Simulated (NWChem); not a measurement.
Molecule: CoF2, quartet; SMILES [F][Co][F]

```xyz
3

Co     0.0000     0.0000     0.0000
F      0.0000     0.0000     1.7107
F      0.0000     0.0000    -1.7107
```
Atoms are numbered in this order, from 1.

Level: PBE0/def2-SVP, spin-unrestricted (NWChem), optimised geometry, unscaled harmonic frequencies. The spin multiplicity was typed, not searched, and may not be the lowest.

```tsv
frequency (cm⁻¹)	IR intensity (km/mol)
157	41.4
157	41.4
636	0.0
793	197.4
```

The zero-point energy is 2.5 kcal/mol and the thermal correction to the enthalpy at 298.15 K (with zero-point energy) is 5.5 kcal/mol. The heat capacity Cv is 10.4 cal/(mol K) and the dipole moment comes out as 0.00 D.

Rigid rotor and harmonic oscillator.
